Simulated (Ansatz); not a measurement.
**Worked example: C3H9BO + B(CH3)2(SH) → C3H9BS + B(CH3)2(OH)**

Species: C3H9BO `CC(C)BO`, singlet; B(CH3)2(SH), singlet; C3H9BS `CC(C)BS`, singlet; B(CH3)2(OH), singlet. The partners trade OH for SH; both sit on B, so the bond types are kept.

Shapes, held fixed at every level: PBE0-D4/def2-TZVP. Flexible molecules stand in one conformer, not always the lowest. Programs: Ansatz 0.2.0. The zero-point and thermal change to 298 K, harmonic and unscaled (PBE0-D4/def2-TZVP), is -0.2 kJ/mol.

At CCSD(T)/CBS estimate; 1 Eh = 2625.50 kJ/mol:

```
    species  energy (Eh)
     C3H9BO  -219.600436
B(CH3)2(SH)  -502.939183
     C3H9BS  -542.178474
B(CH3)2(OH)  -180.363489
```

Question: Work out ΔH(298 K) of the reaction at this level.

Answer: 
1. Products less reactants: (-542.178474) + (-180.363489) − [(-219.600436) + (-502.939183)] = -0.002344 Eh = -6.2 kJ/mol.
2. With the thermal change: -6.2 + (-0.2) = -6.4 kJ/mol.

Other levels give -6.6 (B2PLYP/def2-TZVPP) to -5.4 kJ/mol (HF/def2-SVP). No measured value is set beside it here. The CBS estimate extrapolates MP2 from def2-TZVPP and def2-QZVPP and adds CCSD(T) − MP2 in the triple-zeta set, cores frozen.
